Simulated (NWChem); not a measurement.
Everything below was run with NWChem. System: HF$_{2}$GaO, charge 0, spin multiplicity 1, at a geometry optimised with PBE0/def2-SVP. The structure started from a generated list of species. Level: PBE/cc-pVTZ.

Job file:

```
start mol
memory heap 200 mb stack 900 mb global 1100 mb
geometry units angstroms nocenter noautoz
  Ga    -0.012535    -0.006330     0.000000
  F      0.968889     1.429921     0.000000
  F     -1.731049     0.204985     0.000000
  O      0.698218    -1.614607     0.000000
  H      1.662265    -1.601057     0.000000
  symmetry group Cs
end
basis spherical
  * library cc-pvtz
end
dft
  xc xpbe96 cpbe96
  semidirect memsize 60000000 filesize 0
  iterations 100
end
task dft energy
```

Output (cleaned and shortened):

```
             Northwest Computational Chemistry Package (NWChem) 7.3.0
             --------------------------------------------------------

                                NWChem Input Module
                                -------------------

 Scaling coordinates for geometry "geometry" by  1.889725989
 (inverse scale =  0.529177249)

 Turning off AUTOSYM since
 SYMMETRY directive was detected!

                             Geometry "geometry" -> ""
                             -------------------------

 Output coordinates in angstroms (scale by  1.889725989 to convert to a.u.)

  No.       Tag          Charge          X              Y              Z
 ---- ---------------- ---------- -------------- -------------- --------------
    1 Ga                  31.0000    -0.01253500    -0.00633000     0.00000000
    2 F                    9.0000     0.96888900     1.42992100     0.00000000
    3 F                    9.0000    -1.73104900     0.20498500     0.00000000
    4 O                    8.0000     0.69821800    -1.61460700     0.00000000
    5 H                    1.0000     1.66226500    -1.60105700     0.00000000

 Effective nuclear repulsion energy (a.u.)     298.5101769124

            Nuclear Dipole moment (a.u.)
            ----------------------------
        X                 Y               Z
 ---------------- ---------------- ----------------
    -0.0000302356     0.0000207870     0.0000000000

      Symmetry information
      --------------------

 Group name             Cs
 Group number              2
 Group order               2
 No. of unique centers     5

      Symmetry unique atoms

     1    2    3    4    5


 Summary of "ao basis" -> "" (spherical)
 ------------------------------------------------------------------------------
       Tag                 Description            Shells   Functions and Types
 ---------------- ------------------------------  ------  ---------------------
 *                          cc-pvtz                   on all atoms

  pbe96 is a nonlocal functional; adding pw91lda local functional.

                                 NWChem DFT Module
[...]
              MO Center=  6.4D-01, -1.4D+00, -1.9D-16, r^2= 1.2D+00
   Bfn.  Coefficient  Atom+Function         Bfn.  Coefficient  Atom+Function
  ----- ------------  ---------------      ----- ------------  ---------------
   113      0.407320  4 O  pz               110      0.345850  4 O  pz
   116      0.327610  4 O  pz                23      0.097595  1 Ga d -1
    18      0.092381  1 Ga pz                53     -0.081216  2 F  pz
    83     -0.078818  3 F  pz                15      0.076930  1 Ga pz
    50     -0.071262  2 F  pz                56     -0.068068  2 F  pz

 Vector   30  Occ=0.000000D+00  E=-1.022358D-01  Symmetry=a'
              MO Center=  9.7D-02, -9.6D-02,  3.1D-14, r^2= 3.6D+00
   Bfn.  Coefficient  Atom+Function         Bfn.  Coefficient  Atom+Function
  ----- ------------  ---------------      ----- ------------  ---------------
     6      0.662615  1 Ga s                  4     -0.348472  1 Ga s
     5      0.281126  1 Ga s                107     -0.272311  4 O  s
   136      0.172823  5 H  s                 47     -0.168976  2 F  s
   112     -0.166380  4 O  py                77     -0.163381  3 F  s
    81     -0.152461  3 F  px                24     -0.141421  1 Ga d  0

 Vector   31  Occ=0.000000D+00  E=-4.511995D-02  Symmetry=a"
              MO Center=  1.6D-02, -2.8D-02, -2.9D-14, r^2= 3.7D+00
   Bfn.  Coefficient  Atom+Function         Bfn.  Coefficient  Atom+Function
  ----- ------------  ---------------      ----- ------------  ---------------
    21      0.588338  1 Ga pz                18      0.565476  1 Ga pz
    15      0.328331  1 Ga pz               116     -0.188298  4 O  pz
   113     -0.149645  4 O  pz                12      0.147279  1 Ga pz
    56     -0.141374  2 F  pz                86     -0.135334  3 F  pz
   110     -0.130179  4 O  pz                53     -0.124289  2 F  pz

 Vector   32  Occ=0.000000D+00  E= 1.282543D-02  Symmetry=a'
              MO Center=  1.3D+00, -8.9D-01, -1.9D-15, r^2= 5.1D+00
   Bfn.  Coefficient  Atom+Function         Bfn.  Coefficient  Atom+Function
  ----- ------------  ---------------      ----- ------------  ---------------
   136      0.899819  5 H  s                107     -0.617256  4 O  s
    19      0.438291  1 Ga px                 5     -0.420975  1 Ga s
   114     -0.368768  4 O  px                20     -0.268780  1 Ga py
   135      0.225487  5 H  s                111     -0.194444  4 O  px
    77      0.156569  3 F  s                108     -0.145588  4 O  px

 center of mass
 --------------
 x =  -0.03813142 y =   0.04857116 z =   0.00000000

 moments of inertia (a.u.)
 ------------------
         299.420116777995           3.801830823355           0.000000000000
           3.801830823355         304.635815373603           0.000000000000
           0.000000000000           0.000000000000         604.055932151598

     Multipole analysis of the density
     ---------------------------------

     L   x y z        total         alpha         beta         nuclear
     -   - - -        -----         -----         ----         -------
     0   0 0 0     -0.000000    -29.000000    -29.000000     58.000000

     1   1 0 0      0.688165      0.344098      0.344098     -0.000030
     1   0 1 0     -0.385122     -0.192571     -0.192571      0.000021
     1   0 0 1     -0.000000     -0.000000     -0.000000      0.000000

     2   2 0 0    -23.710503    -87.000358    -87.000358    150.290212
     2   1 1 0     -2.358522      3.110197      3.110197     -8.578917
     2   1 0 1      0.000000      0.000000      0.000000      0.000000
     2   0 2 0    -26.400214    -88.550471    -88.550471    150.700728
     2   0 1 1     -0.000000     -0.000000     -0.000000      0.000000
     2   0 0 2    -20.966333    -10.483166    -10.483166      0.000000

 Task  times  cpu:       42.8s     wall:       42.8s

 Total times  cpu:       42.9s     wall:       42.9s
```
